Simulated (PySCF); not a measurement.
## Distorted geometries of [TaOCl4]−

[TaOCl4]− (singlet). PySCF 2.14.0, RKS BP86, Ta def2-SVP with ECP60, O def2-SVP, Cl def2-SVP; non-relativistic Hamiltonian with scalar-relativistic core potentials where named; density fitting; no spin-orbit coupling. Relaxed geometry:

```xyz
6

Ta    0.0000    0.0000    0.2347
O     0.0000    0.0000    1.9941
Cl    0.0000    0.0000   -2.3039
Cl    2.3675    0.0000    0.1079
Cl   -1.1838    2.0503    0.1079
Cl   -1.1838   -2.0503    0.1079
```

Order these distorted geometries by energy above the relaxed one, lowest first.
A.
```xyz
6

Ta    0.1972    0.0141    0.1398
O    -0.1114    0.1733    2.0590
Cl   -0.0929   -0.3004   -2.3509
Cl    2.3274    0.1448    0.0265
Cl   -1.1622    2.1710    0.2001
Cl   -1.1579   -2.2028    0.1741
```
B.
```xyz
6

Ta   -0.0632    0.0082    0.1905
O     0.0270   -0.0560    2.0615
Cl    0.0164   -0.0391   -2.3144
Cl    2.3573    0.0004    0.0704
Cl   -1.1405    2.1567    0.2299
Cl   -1.1970   -2.0703    0.0107
```
C.
```xyz
6

Ta    0.0460    0.0582    0.1763
O    -0.0135    0.0412    2.0123
Cl    0.0282    0.0209   -2.2747
Cl    2.3456   -0.0393    0.1019
Cl   -1.1319    1.9123    0.1485
Cl   -1.2744   -1.9933    0.0842
```

B (0.32 eV), C (0.49 eV), A (1.68 eV).

Which forces (eV/Å) act in the one that lies 0.49 eV up?


```
Ta  -0.24 -3.39  3.71
O    0.30 -0.17 -2.50
Cl   0.01  0.02 -0.72
Cl   1.18  0.11 -0.09
Cl  -1.61  2.94 -0.35
Cl   0.37  0.50 -0.05
```
Forces carry noise of the integration grid, about 0.01 to 0.03 eV/Å.

No frequency check is given that shows the relaxed geometry to be a minimum.
